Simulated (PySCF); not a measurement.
A structure optimised at PBE0-D3(BJ)/def2-SVP, used in a PySCF frequency run:

```
Al
F 1 1.6476
F 1 1.6516 2 118.27
O 1 1.6793 2 119.22 3 180.00
H 4 0.9578 1 125.95 2 180.00
```
Charge 0, spin multiplicity 1.

### Question
Write its SMILES, formula and point group.

### Answer
[OH][Al]([F])[F], AlF₂HO, Cs

### Question
What are its rotational constants (standard atomic weights)?

### Answer
6.5925, 6.5285, 3.2802 GHz
